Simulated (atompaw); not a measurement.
## Logarithmic derivatives: P (Z = 15), PAW (atompaw)

phosphorus, PAW, made with atompaw 4.2.0.5 (LDA (PW92), scalar-relativistic). Core [Ne], reference 3s2 3p3. Waves: 3s (bound): rc 1.50 bohr; 3s channel at 0.3 Ry: rc 1.50 bohr; 3p (bound): rc 1.50 bohr; 3p channel at 0.75 Ry: rc 1.35 bohr; 3d channel at 0.45 Ry: rc 1.50 bohr; 3d channel at 0.8 Ry: rc 1.50 bohr. Local part: bessel scheme, radius 1.15 bohr. Core correction: smooth core density matched at 1.00 bohr. Augmentation charge: besselshape compensation charge, radius 1.10 bohr; PAW radius 1.50 bohr; waves and projectors: custom rrkj gramschmidtortho.

The phase is arctan(r·u′/u) with u = r·R(r), unwrapped; energies in Ry, scanned from -3 to 5 Ry. A pole is an energy at which the radial function vanishes at the test radius. The pseudo phase is shifted by a multiple of π to meet the all-electron one at the reference energy, and phase errors are pseudo minus all-electron; the curves can meet again beyond the range given. Levels narrower than the energy grid can be missing from the lists of poles.

| channel | radius (bohr) | reference energy (Ry) | poles, all-electron | poles, pseudo | unbroken range about the reference energy with phases within 0.05 rad | phase error 1 Ry above the reference energy (rad) |
| --- | --- | --- | --- | --- | --- | --- |
| s | 1.51 | -1.03 | none | none | the whole range | -0.000 |
| p | 1.51 | -0.41 | none | none | the whole range | -0.000 |
| d | 1.51 | 0.45 | none | none | the whole range | -0.000 |

Phases in the p channel:

```json
{"E (Ry)": "-3.00", "all-electron": "1.116", "pseudo": "1.115"}
{"E (Ry)": "-2.52", "all-electron": "1.065", "pseudo": "1.064"}
{"E (Ry)": "-2.04", "all-electron": "0.999", "pseudo": "0.998"}
{"E (Ry)": "-1.56", "all-electron": "0.908", "pseudo": "0.908"}
{"E (Ry)": "-1.08", "all-electron": "0.780", "pseudo": "0.780"}
{"E (Ry)": "-0.60", "all-electron": "0.591", "pseudo": "0.591"}
{"E (Ry)": "-0.12", "all-electron": "0.311", "pseudo": "0.311"}
{"E (Ry)": "0.36", "all-electron": "-0.066", "pseudo": "-0.066"}
{"E (Ry)": "0.84", "all-electron": "-0.465", "pseudo": "-0.465"}
{"E (Ry)": "1.32", "all-electron": "-0.784", "pseudo": "-0.784"}
{"E (Ry)": "1.80", "all-electron": "-1.005", "pseudo": "-1.005"}
{"E (Ry)": "2.28", "all-electron": "-1.154", "pseudo": "-1.155"}
{"E (Ry)": "2.76", "all-electron": "-1.258", "pseudo": "-1.259"}
{"E (Ry)": "3.24", "all-electron": "-1.333", "pseudo": "-1.335"}
{"E (Ry)": "3.72", "all-electron": "-1.391", "pseudo": "-1.394"}
{"E (Ry)": "4.20", "all-electron": "-1.437", "pseudo": "-1.440"}
{"E (Ry)": "4.68", "all-electron": "-1.474", "pseudo": "-1.479"}
```
